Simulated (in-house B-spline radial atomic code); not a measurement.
Zn²⁺. Computed with a B-spline radial atomic code. Model: non-relativistic spherical atom: semilocal Troullier-Martins pseudo-atom, one channel per l, against all electrons, high spin, G0W0 and RPA with empty states to l = 8, local potential for every l without a channel, a model core (radius 0 = none) keeps its share of the functional.

What the tables leave out is listed at the end.

The pseudopotential gives back the lowest level of each angular momentum of its own functional in the configuration it was made in; a second state of the same l is only approximately right. Exact exchange, RPA and GW see the smooth pseudo-orbitals and miss the exchange with the core, for which the functional's share stands in. The column with an uncorrelated core keeps all orbitals and exact exchange, and so separates missing core correlation from pseudisation. Only the three outermost levels and the lowest empty one were computed. RPA here is direct RPA, with no exchange kernel, and its energies carry an (l + 1/2)⁻⁴ tail. A hybrid on a potential with a model core restores only its own semilocal share of the core's exchange.

Command:
```bash
python run_psgw.py task.json out
```
Settings (lengths in bohr, energies in hartree):
```
Z                      30
electrons              28
configuration          [Ar] 3d10
generated_in           [Ar] 3d10 4s2
functional             pbe,pbe
core_shells            3
radius_factor          1
core_correction        True
```

Time taken, with all properties: 23 s on 1 thread of Arm Neoverse N1 (shared host).

Given: made with PBE; model core radius 0.321 bohr; local radius 0.759 bohr; mean-field start PBE.

Valence shells of the generating configuration: 3s, 3p, 3d, 4s.

Channel: s 0.596, p 0.596, d 1.686 (radii in bohr).

Computed: largest level miss in the spin-unpolarised generating configuration 0.05 eV; valence RPA correlation energy all-electron orbitals -1.3668 hartree; all-electron RPA polarisability, core included 2.6435 bohr³; pseudo-atom RPA polarisability 2.6585 bohr³.

```tsv
level	occupied	mean-field all-electron (eV)	mean-field pseudo minus all (eV)	G0W0 all-electron (eV)	G0W0 uncorrelated core minus all (eV)	G0W0 pseudo minus all (eV)	exchange self-energy all-electron (eV)	exchange self-energy pseudo (eV)
3d	1	-31.081	-0.197	-39.994	0.086	0.011	-52.429	-46.399
4s (empty)	0	-22.591	-0.122	-17.922	0.009	-0.204	-3.732	-3.0986
```

Problem. What is the valence RPA correlation energy pseudo?

Solution. -1.1802 hartree.

Given: mean-field start PBE0.

Computed: valence RPA correlation energy all-electron orbitals -1.3131 hartree; valence RPA correlation energy pseudo -1.1373 hartree; pseudo-atom RPA polarisability 2.2508 bohr³.

```
     level  occupied  mean-field all-electron (eV)  mean-field pseudo minus all (eV)  G0W0 all-electron (eV)  G0W0 uncorrelated core minus all (eV)  G0W0 pseudo minus all (eV)  exchange self-energy all-electron (eV)  exchange self-energy pseudo (eV)
        3d         1                       -33.954                            -0.188                 -40.206                                  0.102                      -0.204                                 -52.669                           -46.636
4s (empty)         0                       -21.013                            -0.102                 -17.752                                  0.008                      -0.176                                 -3.4159                            -2.845
```

Problem. What is the all-electron RPA polarisability, core included?

Solution. 2.2237 bohr³.

Among the listed levels the largest G0W0 shift of the pseudo-atom is -0.20 eV, for 4s (empty) on the PBE start, while leaving the core uncorrelated moves that level by +0.01 eV. So pseudisation and the lost core exchange, not the missing core correlation, make the error. Not in the tables (levels of low weight, unsolved or above zero; the highest and the empty levels are kept at any weight): on PBE the G0W0 levels 3p (pseudo minus all -0.88 eV, weights 0.49 and 0.54), 3s (pseudo minus all -0.74 eV, weights 0.37 and 0.44); on PBE0 the G0W0 levels 3p (pseudo minus all -0.92 eV, weights 0.57 and 0.56), 3s (pseudo minus all -0.89 eV, weights 0.47 and 0.54); no Hartree-Fock pseudo-atom is run with a model core.
